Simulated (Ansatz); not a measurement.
[TaOF4]- (TaOF4⁻) was relaxed with r2SCAN-D4 (def2-SVPD) in Ansatz in these states: charge -1 singlet, neutral doublet. The geometries follow in no particular order.

In the def2 sets Ta takes a core potential; there is no spin–orbit coupling.

A:

```xyz
6

Ta    0.050    0.020    0.026
O     1.511    0.604    0.786
F     0.551   -0.430   -1.801
F    -0.805    1.590   -0.747
F    -1.331    0.118    1.395
F     0.025   -1.902    0.340
```

B:

| atom | x (Å) | y (Å) | z (Å) |
| --- | --- | --- | --- |
| Ta1 | -0.1025 | 0.0380 | 0.0146 |
| O2 | 1.6765 | -0.6210 | -0.2381 |
| F3 | -0.5455 | 1.7744 | -0.5244 |
| F4 | 0.6664 | 0.5761 | 1.6599 |
| F5 | -1.4041 | -1.0523 | 0.8012 |
| F6 | -0.2909 | -0.7152 | -1.7132 |

Problem. Judge from the bond lengths which geometry belongs to which state (an estimate).

Solution. A is the charge -1 singlet (Ta1–O2 1.748 Å, Ta1–F5 1.947 Å, Ta1–F3 1.947 Å); B is the neutral doublet (Ta1–O2 1.914 Å, Ta1–F5 1.871 Å, Ta1–F3 1.871 Å).
